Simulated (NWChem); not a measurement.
C$_{2}$H$_{6}$O$_{2}$Si, singlet; SMILES O(C)[Si]OC

```xyz
11

Si     0.9512    -0.0431     0.3828
O     -0.4186    -0.9438     0.0166
C     -0.4878    -2.3424    -0.0194
H      0.4784    -2.8232     0.2245
H     -1.2393    -2.7034     0.7019
H     -0.7927    -2.6812    -1.0232
O      0.3351     1.4876     0.2431
C     -0.9448     1.9687    -0.0821
H     -1.3281     2.5850     0.7473
H     -0.8811     2.6084    -0.9773
H     -1.6529     1.1482    -0.2767
```
Atoms are numbered in this order, from 1.

Results from NWChem. Low-valent species are run as closed-shell singlets; no triplet was tried in these runs. All runs use the structure optimised with PBE0/def2-SVP. Level: PBE0/def2-SVP with SMD (1 M gas to 1 M solution), gas-phase geometry. Reactions with the solvent are ignored.

Question: Estimate the computed values for solvent toluene. Quantities: solvation free energy (kcal/mol); cavity-dispersion-structure term (kcal/mol); dipole in solution (D).

Answer: 
| Item | Value |
|---|---|
| solvation free energy (kcal/mol) | -2.2 |
| cavity-dispersion-structure term (kcal/mol) | -0.7 |
| dipole in solution (D) | 2.00 |
